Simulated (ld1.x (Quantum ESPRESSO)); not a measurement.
boron (B) TM: all-electron and pseudo phase curves

```json
{
 "Element": "boron (B)",
 "Generator": "ld1.x (Quantum ESPRESSO) 7.5",
 "Type": "norm-conserving Troullier–Martins (Kleinman–Bylander form)",
 "Functional": "PBEsol",
 "Relativity": "scalar-relativistic",
 "Frozen core": "[He]",
 "Valence charge": "3",
 "Reference configuration": "2s2 2p0 (charge +1)",
 "Partial waves": "2s (bound): rc 1.15 bohr; 3d channel at -0.15 Ry: rc 2.80 bohr; 2p (bound, empty): rc 2.65 bohr",
 "Local potential": "the p channel",
 "Core correction": "none"
}
```

The phase is arctan(r·u′/u) with u = r·R(r), unwrapped; energies in Ry, scanned from -3 to 5 Ry. A pole is an energy at which the radial function vanishes at the test radius. The pseudo phase is shifted by a multiple of π to meet the all-electron one at the reference energy, and phase errors are pseudo minus all-electron; the curves can meet again beyond the range given. Levels narrower than the energy grid can be missing from the lists of poles.

Question: For each channel, where are the poles, and over which energies does the pseudopotential scatter like the atom?

Answer:

```json
{"channel": "s", "radius (bohr)": "3.03", "reference energy (Ry)": "-1.42", "poles, all-electron": "-1.18, 3.01", "poles, pseudo": "-1.18, 2.95", "unbroken range about the reference energy with phases within 0.05 rad": "below 0.2", "phase error 1 Ry above the reference energy (rad)": "+0.011"}
{"channel": "p", "radius (bohr)": "3.03", "reference energy (Ry)": "-0.97", "poles, all-electron": "-0.71, 2.78", "poles, pseudo": "-0.71, 3.37", "unbroken range about the reference energy with phases within 0.05 rad": "below 0.1", "phase error 1 Ry above the reference energy (rad)": "+0.035"}
{"channel": "d", "radius (bohr)": "3.03", "reference energy (Ry)": "-0.15", "poles, all-electron": "1.54", "poles, pseudo": "1.43, 4.75", "unbroken range about the reference energy with phases within 0.05 rad": "below 1.9", "phase error 1 Ry above the reference energy (rad)": "-0.014"}
```

Phases in the s channel:

| E (Ry) | all-electron | pseudo |
| --- | --- | --- |
| -3.00 | 1.326 | 1.327 |
| -2.52 | 1.276 | 1.278 |
| -2.04 | 1.152 | 1.155 |
| -1.56 | -0.269 | -0.263 |
| -1.08 | -1.634 | -1.631 |
| -0.60 | -1.799 | -1.792 |
| -0.12 | -1.958 | -1.936 |
| 0.36 | -2.316 | -2.233 |
| 0.84 | -3.511 | -3.256 |
| 1.32 | -4.301 | -4.226 |
| 1.80 | -4.524 | -4.500 |
| 2.28 | -4.625 | -4.616 |
| 2.76 | -4.687 | -4.688 |
| 3.24 | -4.734 | -4.747 |
| 3.72 | -4.777 | -4.811 |
| 4.20 | -4.824 | -4.917 |
| 4.68 | -4.888 | -5.288 |
